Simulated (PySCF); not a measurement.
C6H7ClF2.
Cartesian coordinates in Å at the GFN2-xTB level; atoms count from 1:
```xyz
16
C6H7ClF2 angstrom
C     -2.1933    0.9641    0.3751
C     -0.9891    0.0268    0.4233
C     -0.4360   -0.1980   -0.9412
C      0.8478   -0.2916   -1.2724
F      1.1701   -0.4267   -2.5839
C      2.0169   -0.2357   -0.3945
Cl     3.3346    0.7408   -0.9484
C      2.1559   -0.8764    0.7647
F      1.2188   -1.7079    1.2372
H     -2.9767    0.5496   -0.2547
H     -1.9046    1.9332   -0.0248
H     -2.5956    1.1093    1.3741
H     -1.2985   -0.9355    0.8417
H     -0.2215    0.4384    1.0804
H     -1.1569   -0.2689   -1.7442
H      3.0204   -0.8126    1.4072
```

Jobs on this species (16 atoms, 78 electrons) with PySCF (density fitting). Hardware of each: Intel Xeon Platinum 8488C, one thread, no GPU (shared host). The host was shared with other jobs, so the times are rough. Peak memory is the resident size of the whole Python process, interpreter and libraries included.

**Question.** Rank these jobs by wall time, shortest first.
A. OPBE/STO-3G; shieldings, charges and field gradients; 56 basis functions
B. PBE0/def2-SVPD; 6 singlets by full TDDFT, 2 Tamm–Dancoff triplets, polarisability; 249 basis functions
C. PBE0/pcSseg-1; shieldings, charges and field gradients; 195 basis functions
D. PBE0/def2-SVP, energy threshold 1e-08 Eh; shieldings; 165 basis functions

**Answer.** A (14 s), D (28 s), C (49 s), B (84 s).

All jobs:

```tsv
level and settings	work	basis functions	SCF cycles	wall time	peak memory
OPBE/STO-3G	shieldings, charges and field gradients	56	15	14 s	0.45 GiB
X3LYP/pcSseg-0, start guess atom	shieldings	99	11	14 s	0.60 GiB
PBE0/def2-SVP, energy threshold 1e-08 Eh	shieldings	165	10	28 s	0.74 GiB
BP86/3-21G	shieldings, density and orbital grids written	99	15	34 s	0.48 GiB
PBE0/pcSseg-1	shieldings, charges and field gradients	195	14	49 s	0.86 GiB
PBE0/def2-SVPD	6 singlets by full TDDFT, 2 Tamm–Dancoff triplets, polarisability	249	14	84 s	0.98 GiB
PW91/pcSseg-1, start guess huckel, damping 0.2 at the start, DIIS from the seventh cycle	shieldings, charges and field gradients	195	27	2.1 min	0.75 GiB
```

**Question.** What do all jobs in the table cost together?

**Answer.** About 5.8 min; the longest takes about 36 % of that, and about 9 times as long as the shortest.
